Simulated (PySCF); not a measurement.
# Working out the excitation energy of Se+

Se+ [Ar] 3d10 4s2 4p3 (4S) → Se+ [Ar] 3d10 4s1 4p3 5s1 (6S). Computed with PySCF 2.14 in aug-cc-pwCVDZ-PP with ECP10MDF, with scalar relativity through the core potential. Frozen: nothing. Energies in hartree (1 hartree = 27.21139 eV):

```tsv
part	Se+ (lower)	Se+ (upper)
UHF	-371.533890	-370.872450
MP2 opposite-spin	-0.313093	-0.256432
MP2 same-spin	-0.162145	-0.160421
```

Task: What does Hartree-Fock give?

Result: (-370.872450) − (-371.533890) = 0.661440 hartree = 17.999 eV.

Task: What do MP2 and SCS-MP2 (6/5 opposite-spin, 1/3 same-spin) give?

Result: The opposite-spin parts differ by 1.542 eV and the same-spin parts by 0.047 eV. MP2: 17.999 + (1.542) + (0.047) = 19.588 eV. SCS-MP2: 17.999 + 1.2 × (1.542) + (0.047)/3 = 19.865 eV.

A double-zeta basis recovers only part of the correlation energy.
